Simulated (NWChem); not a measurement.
## Correlation energy of CH₃Si

```xyz
5

C      0.3487     1.0468     0.0000
Si    -0.2759    -0.5491     0.0000
H     -0.2837     1.9385     0.0000
H      1.4317     1.2223     0.0000
H      0.6217    -1.7543     0.0000
```
Charge 0, spin multiplicity 2.

Program: NWChem. The geometry was optimised at UPBE0/def2-SVP, a minimum by its harmonic frequencies.

Basis set: 3-21G. Each correlation energy counts from its own Hartree-Fock reference.

The correlated methods keep 6 core orbitals frozen. The structure started from a generated list of species. The unpaired electrons of the parent sit in orbitals of symmetry a' (Cs labels of the run); other states weren't searched. No SCF solution was tested for a lower state. Open-shell Hartree-Fock references start from PBE0 orbitals. Coupled-cluster values serve here as a point of comparison, not as the truth.

```json
[
 {"method": "SCS-UMP2", "correlation energy (mHa)": "-119.0", "remark": "spin-contaminated"},
 {"method": "CCSD on ROHF", "correlation energy (mHa)": "-170.1", "remark": "-"},
 {"method": "CCSD on UHF", "correlation energy (mHa)": "-154.8", "remark": "spin-contaminated"},
 {"method": "CCSD[T] on UHF", "correlation energy (mHa)": "?", "remark": "spin-contaminated"},
 {"method": "CCSDT on ROHF", "correlation energy (mHa)": "-176.1", "remark": "large amplitudes"},
 {"method": "CCSD[T] on ROHF", "correlation energy (mHa)": "-176.1", "remark": "-"},
 {"method": "CCSD(T) on ROHF", "correlation energy (mHa)": "-175.7", "remark": "-"},
 {"method": "UMP2", "correlation energy (mHa)": "?", "remark": "spin-contaminated"},
 {"method": "CCSD(T) on UHF", "correlation energy (mHa)": "-159.5", "remark": "spin-contaminated"}
]
```

**Question.** Complete the blanks.

**Answer.** 
- CCSD[T] on UHF, correlation energy (mHa): -160.6
- UMP2, correlation energy (mHa): -116.4
